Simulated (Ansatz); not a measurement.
System: YCl$_{2}$, charge 0, doublet. YCl2 (parent SMILES [Cl][Y][Cl], doublet).
B3LYP-D3(BJ)/def2-TZVP minimum from Ansatz (a program for electronic structure):
```xyz
3

Y      0.3754    -0.0246     0.3549
Cl     1.0526     0.3926    -1.9505
Cl    -1.9137    -0.3361     1.1364
```
Charge 0, spin multiplicity 2.

Total energies in def2-SVP, 17 correlated electrons, 14 frozen orbitals. Radicals and triplets start from unrestricted determinants; spin-orbit coupling is neglected. Correlated methods leave the cores frozen (noble-gas shells, and filled d and f shells in the p block). Past Kr the def2 sets carry scalar-relativistic core potentials. The spin of Cl2Y (parent SMILES [Cl][Y][Cl], doublet) was assumed, and the state is the lowest solution found for it.

```csv
method,program,energy (Eh),minus CCSDT(Q) (mEh)
HF,Ansatz,-956.76702,333.44
MP2,Ansatz,-957.06731,33.15
CCSD,Ansatz,-957.09149,8.96
CCSD(T),Ansatz,-957.09918,1.27
CCSDT(Q),Ansatz,-957.10045,0.00
```

Rough core times of Ansatz's runs on a shared machine: CCSD(T) under 20 s, CCSDT(Q) 5 min.
